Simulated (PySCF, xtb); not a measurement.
C₃H₅O, SMILES [CH]=C(C)O, multiplicity 2. Atoms are numbered in the order given.

```xyz
9

C      1.1878     0.8745     0.0000
C      0.1137     0.0985     0.0000
C      0.1526    -1.4012     0.0000
O     -1.1817     0.5583     0.0000
H      1.4609     1.9272     0.0000
H      1.1856    -1.7713     0.0000
H     -0.3728    -1.7893    -0.8882
H     -0.3728    -1.7893     0.8882
H     -1.1728     1.5257     0.0000
```
Charge 0, spin multiplicity 2.

Geometry: B3LYP-D3(BJ)/def2-SVP. The isomer is the one that the SMILES or the coordinates give; other isomers of the formula were not compared. One conformer was computed; it need not be the lowest.

The numbers are results of C-PCM-ωB97X/def2-SVP (PySCF), not measurements.

The values are the electrostatic part of the solvation free energy, E(continuum) − E(gas) at the gas-phase geometry, in a cavity of scaled van der Waals radii (PySCF's table); cavitation and dispersion terms are not included. The dipole moment in vacuum is 0.90 D.

Computed values in water (ε = 78.36), dichloromethane (ε = 8.93), acetone (ε = 20.49):
```tsv
solvent	ε	ΔG(elec) (kcal/mol)	dipole (D)
water	78.36	-4.8	1.14
dichloromethane	8.93	-4.3	1.11
acetone	20.49	-4.7	1.12
```

For comparison, GFN2-xTB/ALPB(water) (xtb, at the GFN2-xTB geometry, all terms of that model) gives -4.3 kcal/mol.
